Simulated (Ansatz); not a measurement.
C2H7AlBN, SMILES `BN[CH]1[CH2][AlH]1` from Hartree–Fock to CCSD(T)

Cartesian coordinates in Å:
```
B -0.114 -1.661 0.409
N -0.309 -0.491 1.091
C -0.538 0.750 0.369
C 0.807 1.233 -0.267
Al -0.300 0.208 -1.469
H 0.256 -2.699 0.859
H -0.336 -1.629 -0.818
H -0.048 -0.416 2.067
H -1.117 1.471 0.939
H 1.720 0.980 0.272
H 0.786 2.299 -0.515
H -0.807 -0.048 -2.937
```

The species carries charge 0 and has multiplicity 1. The geometry is a stationary point of PBE0-D4/def2-TZVP. It is one conformer, not always the lowest. Frozen core, restricted reference, the Gaussian-basis code of Ansatz. CBS rows extrapolate triple and quadruple zeta; past MP2 they add the triple-zeta difference.

```json
{"basis": "def2-SVP", "HF (Eh)": "-400.61466", "MP2 corr.": "-0.60321"}
{"basis": "def2-TZVPP", "HF (Eh)": "-400.87467", "MP2 corr.": "-0.73840"}
{"basis": "def2-QZVPP", "HF (Eh)": "-400.88934", "MP2 corr.": "-0.78627"}
```

**Question.** Estimate the CCSD correlation energy and the (T) correction in each basis where they were run (hartree).

**Answer.** 
```
     basis  CCSD corr.       (T)
  def2-SVP    -0.65554  -0.02283
def2-TZVPP    -0.78054  -0.03475
 CBS(def2)    -0.86386     as TZ
```
